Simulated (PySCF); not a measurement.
**Question.** Write Cartesian coordinates for CdMe2 (`[CH3][Cd][CH3]`) as optimised with PBE0-D3(BJ)/def2-SVP. (Singlet state.)

**Answer.** 
```
atom  x, y, z in Å
Cd1    0.024   -0.015   -0.003
C2     0.006   -0.033    2.112
H3    -0.456    0.886    2.505
H4     1.026   -0.101    2.520
H5    -0.569   -0.891    2.495
C6     0.026    0.015   -2.118
H7    -1.003    0.001   -2.511
H8     0.558   -0.856   -2.529
H9     0.520    0.924   -2.497
```

Orientation and origin are arbitrary. Atoms count from 1 in this order. Cd1 (cadmium bonded to 2 C) is linear (angle 179.5°).

Bonds between heavy atoms (Å): Cd1–C2 2.115, Cd1–C6 2.115.

The calculation used PBE0-D3(BJ)/def2-SVP geometry optimisation, gas phase, def2 core potentials past Kr (PySCF).

Point group: near D3d, missed by 0.11 Å at most; the miss may be what the optimiser left on a soft mode (D3 holds within 0.08 Å). No PBE0-D3(BJ)/def2-SVP frequencies stand behind this structure, so it isn't proved a minimum.

Hardware: one thread, Intel Xeon 6975P-C (x86_64), no GPU (shared host). Cost: 12 s, 0.36 GiB resident at most. That covers the optimisation of the geometry.
